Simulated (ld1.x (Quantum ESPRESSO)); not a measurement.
## Scattering properties, PAW potential for zinc

* Element: zinc
* Generator: ld1.x (Quantum ESPRESSO) 7.5
* Type: PAW
* Functional: LDA (PZ)
* Relativity: scalar-relativistic
* Frozen core: [Ar]
* Valence charge: 12
* Reference configuration: 3d10 4s2 4p0
* Partial waves: 4s (bound): rcut 1.85, rcutus 2.10 bohr; 4s channel at 1.85 Ry: rcut 1.85, rcutus 2.10 bohr; 4p (bound, empty): rcut 1.95, rcutus 2.45 bohr; 4p channel at 0.45 Ry: rcut 1.95, rcutus 2.45 bohr; 3d (bound): rcut 1.05, rcutus 1.40 bohr; 3d channel at 2.35 Ry: rcut 1.05, rcutus 1.40 bohr
* Local potential: all-electron potential smoothed inside 1.90 bohr (lloc = -1)
* Core correction: a·sin(br)/r model core, default radius (ld1.x builds one for every PAW set, though the input has nlcc=.false.)
* Augmentation charge: PSQ, inside the norm-conserving radii

The phase is arctan(r·u′/u) with u = r·R(r), unwrapped; energies in Ry, scanned from -3 to 5 Ry. A pole is an energy at which the radial function vanishes at the test radius. The pseudo phase is shifted by a multiple of π to meet the all-electron one at the reference energy, and phase errors are pseudo minus all-electron; the curves can meet again beyond the range given. Levels narrower than the energy grid can be missing from the lists of poles.

```
channel  radius (bohr)  reference energy (Ry)  poles, all-electron  poles, pseudo  unbroken range about the reference energy with phases within 0.05 rad  phase error 1 Ry above the reference energy (rad)
      s           2.67                  -0.46                 0.79           0.79                                                        the whole range                                             -0.000
      p           2.67                  -0.09                 1.82           1.81                                                              below 4.0                                             -0.000
      d           2.67                  -0.77          -0.71, 3.71    -0.71, 3.71                                                        the whole range                                             +0.000
```

Phases in the s channel:

| E (Ry) | all-electron | pseudo |
| --- | --- | --- |
| -3.00 | 1.315 | 1.315 |
| -2.52 | 1.279 | 1.279 |
| -2.04 | 1.222 | 1.222 |
| -1.56 | 1.118 | 1.117 |
| -1.08 | 0.852 | 0.852 |
| -0.60 | -0.181 | -0.181 |
| -0.12 | -1.198 | -1.198 |
| 0.36 | -1.466 | -1.466 |
| 0.84 | -1.581 | -1.581 |
| 1.32 | -1.656 | -1.656 |
| 1.80 | -1.722 | -1.722 |
| 2.28 | -1.797 | -1.797 |
| 2.76 | -1.906 | -1.907 |
| 3.24 | -2.116 | -2.119 |
| 3.72 | -2.684 | -2.709 |
| 4.20 | -3.758 | -3.802 |
| 4.68 | -4.259 | -4.286 |
